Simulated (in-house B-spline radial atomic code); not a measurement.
How numerical settings move a run on neutral erbium, [Xe] 4f12 6s2. Computed with a B-spline radial code for spherical atoms: scalar-relativistic (X2C) LC-wPBE, spin-polarised, spherical fractional occupations, Fermi nucleus of rms radius 5.2516 fm.

Command:
```bash
python run_scf.py task.json out
```
Settings of the sound reference run:
```
Z                68
electrons        68
configuration    [Xe] 4f12 6s2
hamiltonian      x2c
method           lc_wpbe
spin_polarised   True
nucleus          fermi
rms_radius       5.2516
mass_number      166
atomic_mass      165.9303
speed_of_light   137.036
knot_spacing     0.22
spline_order     8
gauss_points     12
box_radius       50
max_iterations   70
damping          0.5
damped_steps     3
diis_vectors     10
tolerance        1e-08
start            Thomas-Fermi
```

Cost of the run: 5.6 s on 1 thread of Arm Neoverse N1, with other jobs on the host.

It converges in 13 iterations to -13085.540152 hartree, with 4f down at -4.31121 eV. The other runs change the listed settings, some to values that make no sense; their results aren't properties of the atom or ion. Radii are in bohr (the nuclear one in fm), a minus after a letter asks for a j subshell, and «unchanged» means within 1e-8 hartree. The run stops when the residual is below 10 × tolerance × max(1, Z/10), or a noise floor if that is larger, and the energy moves by less than 1e-8 × √|E| hartree; so very loose and very tight tolerances often act alike.

```tsv
changed settings	outcome
damping = 0.2	converged in 17 iterations, energy unchanged, 4f down level +3.5e-05 eV
knot_spacing = 0.55	converged in 12 iterations, energy +1.45e+00 hartree from the reference, 4f down level -4.7e-02 eV
damping = 0.95	converged in 14 iterations, energy unchanged, 4f down level -4.2e-05 eV
electrons = 71, configuration = [Xe] 4f12 6s2 7s3, max_iterations = 50	stopped with error: shell 7s holds at most 1 electrons (per spin)
spline_order = 7, gauss_points = 5, max_iterations = 5, damping = 0.95	not converged after 5 iterations, last residual 4.7e-01, last energy +1.72e+01 hartree from the reference
spline_order = 7, max_iterations = 50, start = bare nucleus	converged in 18 iterations, energy -9.55e-06 hartree from the reference, 4f down level -3.2e-05 eV
knot_spacing = 0.1	converged in 13 iterations, energy -2.29e-05 hartree from the reference, 4f down level +4.2e-06 eV
knot_spacing = 2	converged in 11 iterations, energy +2.29e+03 hartree from the reference, 4f down level -3.7e+02 eV (the program warns: 4f down reaches the box edge; 3s up reaches the box edge)
damping = 0	converged in 18 iterations, energy unchanged, 4f down level +7.9e-05 eV
max_iterations = 5	not converged after 5 iterations, last residual 4.2e-01, last energy +4.31e+00 hartree from the reference
damping = 0.8	converged in 15 iterations, energy unchanged, 4f down level +2.8e-05 eV
spline_order = 7, box_radius = 10, max_iterations = 2, tolerance = 1e-06	not converged after 2 iterations, last residual 9.1e-02, last energy +1.22e-01 hartree from the reference
knot_spacing = 0.15	converged in 13 iterations, energy -2.10e-05 hartree from the reference, 4f down level +4.4e-06 eV
max_iterations = 2	not converged after 2 iterations, last residual 3.6e-01, last energy +1.39e+01 hartree from the reference
first_knot = 0.0147, max_iterations = 100, damped_steps = 30	converged in 34 iterations, energy +1.33e+00 hartree from the reference, 4f down level -2.9e-03 eV
knot_spacing = 1	converged in 12 iterations, energy +3.04e+02 hartree from the reference, 4f down level -8.1e+01 eV (the program warns: 4s up reaches the box edge; 4s down reaches the box edge)
knot_spacing = 0.4	converged in 14 iterations, energy +8.56e-03 hartree from the reference, 4f down level -1.8e-03 eV
```

(1) What happens with electrons = 69, configuration = [Xe] 4f12 6s2 7p-1, max_iterations = 100?

(2) What happens with knot_spacing = 0.75?

(3) What happens with max_iterations = 8?

(4) What happens with max_iterations = 60, damped_steps = 8, tolerance = 0.01, start = bare nucleus?

## Answers

(1) Stopped with error: j subshells need the Dirac Hamiltonian and l > 0.

(2) Converged in 15 iterations, energy +4.68e+01 hartree from the reference, 4f down level -3.1e+00 eV.

(3) Not converged after 8 iterations, last residual 1.8e-03, last energy +2.24e-04 hartree from the reference.

(4) Converged in 15 iterations, energy +4.00e-08 hartree from the reference, 4f down level +2.6e-03 eV.
